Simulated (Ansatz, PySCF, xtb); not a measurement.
Dimer: CH4 (SMILES C) (first 5 atoms) with CH2O (SMILES C=O); geometry from B3LYP-D3(BJ)/def2-TZVP.
(charge 0, multiplicity 1):
```xyz
9

C     -0.02331    -0.00316     0.11219
H     -0.92380    -0.61667     0.13499
H      0.61089    -0.24875     0.96280
H      0.51752    -0.19592    -0.81339
H     -0.30089     1.05004     0.15171
C     -0.25732     0.06782     3.78621
O      0.84739    -0.35211     3.58121
H     -0.64738     0.21162     4.81218
H     -0.94453     0.33379     2.96079
```

Counterpoise-corrected where a basis set is named; no monomer relaxation. Rows marked so take none.

Rows in 3-21G carry no dispersion term and start afresh at each structure.

Codes used: Ansatz (Gaussian basis) for Hartree–Fock, density functionals and correlated methods; PySCF for 3-21G rows; xtb for the GFN methods. Values without a source in brackets are computed.

Task: Give the interaction energy at the level GFN2-xTB.

Result: -0.9 kcal/mol

Task: Give the interaction energy at the level B3LYP/3-21G (no counterpoise).

Result: -2.5 kcal/mol

Task: Give the interaction energy at the level BLYP/def2-TZVPPD.

Result: 0.4 kcal/mol

Ansatz is a quantum-chemistry and plane-wave program.
